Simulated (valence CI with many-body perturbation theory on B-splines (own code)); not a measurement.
# Which ion has this spectrum?

A relativistic CI+MBPT calculation for an atom or ion with 13 electrons gives these levels (cm⁻¹):

| J | Parity | E | g |
| --- | --- | --- | --- |
| 1/2 | odd | 0.0 | 0.67 |
| 3/2 | odd | 3139 | 1.33 |
| 1/2 | even | 114814 | 2.67 |
| 3/2 | even | 115958 | 1.73 |
| 5/2 | even | 117697 | 1.60 |
| 3/2 | even | 151868 | 0.80 |
| 5/2 | even | 152038 | 1.20 |
| 1/2 | even | 193236 | 1.98 |
| 1/2 | even | 206690 | 0.69 |
| 3/2 | even | 208624 | 1.33 |
| 3/2 | even | 250661 | 0.80 |
| 5/2 | even | 250785 | 1.20 |
| 3/2 | odd | 297720 | 0.80 |
| 5/2 | odd | 298030 | 1.20 |

The energies are calculated, with errors of about 92 cm⁻¹, more in some levels.

Task: Which is it?
A. S3+
B. Cl4+
C. K6+
D. Ti9+

Result: C. K6+, ground level 3s²3p ²P°_1/2.
